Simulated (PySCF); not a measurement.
Sc²⁺ (scandium, charge +2) across methods

[Ar] 3d1, 2D determinant. Calculation: PySCF 2.14, in def2-QZVPPD (11s6p5d3f2g, 93 functions); no relativity, point nucleus.

| method | E (hartree) | mean ε 3p α (eV) | mean ε 3p β (eV) | mean ε 3d α (eV) | Σ⟨r²⟩ (bohr²) | ⟨S²⟩ |
| --- | --- | --- | --- | --- | --- | --- |
| r2SCAN | -759.877 | -50.120 | -49.133 | -18.997 | 16.25 | 0.751 |
| LC-wPBE | -759.754 | -54.708 | -53.750 | -23.435 | 16.24 | 0.751 |
| UHF | -759.09645 | -58.936 | -56.925 | -24.858 | 16.23 | 0.752 |
| revPBE | -759.808 | -49.241 | -48.421 | -18.754 | 16.33 | 0.750 |
| PBE | -759.677 | -49.274 | -48.452 | -18.775 | 16.34 | 0.750 |
| r2SCAN0 | -759.877 | -52.531 | -51.331 | -20.668 | 16.21 | 0.751 |
| LDA | -757.949 | -49.340 | -48.533 | -18.699 | 16.35 | 0.750 |
| MN15 | -759.929 | -52.932 | -52.114 | -20.996 | 16.19 | 0.750 |
| PBE0 | -759.728 | -51.970 | -50.884 | -20.468 | 16.26 | 0.751 |
